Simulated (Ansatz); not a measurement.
```xyz
14

C    -0.7428   -1.3540    0.1128
C    -0.0271   -0.0643    0.3877
Si    0.2882    0.4916    2.1886
N     0.4137    0.7487   -0.4767
Si    0.4150    0.7851   -2.2094
H    -0.1968   -2.1866    0.5679
H    -0.8604   -1.5418   -0.9556
H    -1.7294   -1.3405    0.5874
H    -0.1899   -0.5215    3.1716
H    -0.4365    1.7666    2.4185
H     1.7461    0.6986    2.3697
H    -0.2890    2.0285   -2.6106
H     1.8355    0.8536   -2.6336
H    -0.2267   -0.3641   -2.9181
```

The species carries charge 0 and has multiplicity 1.

Q: List the r2SCAN/def2-TZVPP orbital energies in eV (Ansatz). (Best estimate.)

A: Ansatz gave: Occupied: -1791.07, -1790.90, -385.03, -274.75, -273.37, -141.50, -141.40, -96.37, -96.34, -96.34, -96.26, -96.24, -96.24, -23.70, -19.30, -15.66, -13.80, -12.42, -11.34, -11.26, -11.03, -9.38, -9.14, -8.85, -8.65, -8.46, -7.73, -5.60. Lowest empty: -2.05, 0.19, 0.36, 0.98, 1.13, 1.28, 1.47, 1.79.
